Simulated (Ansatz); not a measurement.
Reaction (isomerisation): `COB(C)N` → `CBOCN`

Program: Ansatz. Geometries: PBE0-D4/def2-TZVP. ΔE: electronic, gas phase. CCSD(T)/CBS is the MP2 limit (def2-TZVPP, def2-QZVPP) plus CCSD(T) − MP2 in def2-TZVPP, frozen cores. DFT in def2-TZVPP. B3LYP here is the variant with VWN-RPA as its local correlation; programs differ in this. Each species was taken in one conformer, which may not be the lowest.

```
             level  ΔE (kJ/mol)
            PBE-D4        152.9
            B2PLYP        156.2
             B3LYP        154.5
     HF/def2-TZVPP        154.3
SCS-MP2/def2-TZVPP        155.9
     HF/def2-QZVPP        154.2
      HF/CBS(def2)        154.2
    CCSD/CBS(def2)        157.2
```

(1) What does CCSD(T)/CBS give? (Best estimate.)

Largest T1 diagnostic among the species: 0.012.

Results:

(1) Computed: +156.7 kJ/mol. The listed levels differ from it by -3.8, -0.5, -2.2, -2.4, -0.8, -2.5, -2.5, 0.5 kJ/mol.

From PBE to PBE0 (25 % exact exchange), in def2-TZVPP and without D4, ΔE moves by +3.4 kJ/mol.

CCSD(T)/CBS has its own doubt, a few kJ/mol and more with outer-core shells, so smaller differences from it don't rank the levels.
